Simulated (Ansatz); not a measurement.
Total energies of C2H7BFNO.

Z-matrix (Å, degrees):
```
B
N 1 1.691
C 1 1.643 2 84.9
H 1 1.205 2 107.0 3 115.3
H 1 1.205 2 109.5 3 -118.6
C 2 1.485 1 86.2 3 -14.3
H 2 1.014 1 120.5 3 -128.6
H 2 1.014 1 113.7 3 97.4
H 3 1.090 1 114.6 2 -97.3
H 3 1.091 1 120.0 2 129.9
O 6 1.364 2 106.8 1 -105.9
F 6 1.376 2 108.5 1 136.4
H 11 0.961 6 108.7 2 141.8
```

Total charge 0; spin multiplicity 1. The bonds changed during the relaxation, so this is another structure than the one it started from. All single points use the PBE0-D4/def2-TZVP geometry. It is one conformer, not always the lowest. Basis def2-TZVPP, the Gaussian-basis code of Ansatz.

RPA on PBE orbitals: Hartree–Fock energy of these orbitals -333.31534 Eh, correlation -1.83061 Eh (frozen core).

```
             functional  energy without D4 (Eh)  D4 term (kJ/mol)
                    PBE              -334.84913             -24.5
                 revPBE              -335.12663             -86.9
                   BLYP              -335.13512             -55.6
                 r2SCAN              -335.06572              -6.1
                   PBE0              -334.87154             -20.3
                  B3LYP              -335.24452             -39.1
                r2SCANh              -335.04964              -6.3
                r2SCAN0              -335.02688              -6.9
HSE06 (plane-wave form)              -334.85477             -18.6
                  BHLYP              -335.06609             -26.4
                LC-ωPBE              -335.04616                 –
                ωB97X-V              -335.13922                 –
                ωB97M-V              -335.12022                 –
                 B2PLYP              -334.99107                 –
```

(1) Give the same for LDA (SPW92), B97M-V, CAM-B3LYP, PBE-QIDH. (Estimate.)

B3LYP takes the VWN-RPA correlation (the form of Gaussian; ORCA's B3LYP/G). HSE06 is the plane-wave form, built on full-range PBE exchange. The double hybrids freeze the cores in their second-order part.

## Answers

(1) Computed: 
```csv
functional,energy without D4 (Eh),D4 term (kJ/mol)
LDA (SPW92),-332.60367,–
B97M-V,-335.18158,–
CAM-B3LYP,-335.10800,-20.1
PBE-QIDH,-334.82802,–
```

LC-ωPBE has ω = 0.4 bohr⁻¹.
